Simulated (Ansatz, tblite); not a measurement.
Forces on In2O4H2 at its B3LYP-D4/def2-SVP geometry. Charge 0, multiplicity 1.

In the def2 sets In takes a core potential; there is no spin–orbit coupling. The xTB rows come from tblite. The structure comes from a short search, and lower isomers may exist.

GFN1-xTB (tblite), largest force 0.43 eV/Å:

```xyz
8
positions Å, forces eV/Å
In   -1.034    1.027    0.291    0.143   -0.102    0.030
In    1.173   -0.899    0.138   -0.117    0.129    0.056
O    -0.375   -0.344   -1.085    0.039    0.038    0.113
O    -2.531    2.336    0.378   -0.028   -0.199   -0.376
O     0.509    0.466    1.507   -0.053   -0.050   -0.161
O     2.674   -2.201    0.028   -0.220   -0.032   -0.362
H     2.637   -2.671   -0.820    0.006    0.206    0.357
H    -3.052    2.288   -0.438    0.230    0.011    0.344
```

GFN2-xTB (tblite), largest force 0.69 eV/Å:

```
In -0.216 0.211 0.051
In 0.242 -0.185 0.025
O 0.142 0.130 0.411
O 0.187 -0.447 -0.488
O -0.133 -0.121 -0.392
O -0.503 0.153 -0.442
H 0.019 0.234 0.424
H 0.261 0.024 0.410
```

r2SCAN-D4/def2-TZVP (Ansatz), largest force 0.48 eV/Å:

```
In 0.223 -0.194 -0.020
In -0.221 0.197 0.017
O 0.131 0.121 0.380
O 0.255 -0.301 -0.143
O -0.147 -0.135 -0.437
O -0.341 0.218 -0.102
H -0.011 0.100 0.156
H 0.112 -0.006 0.150
```
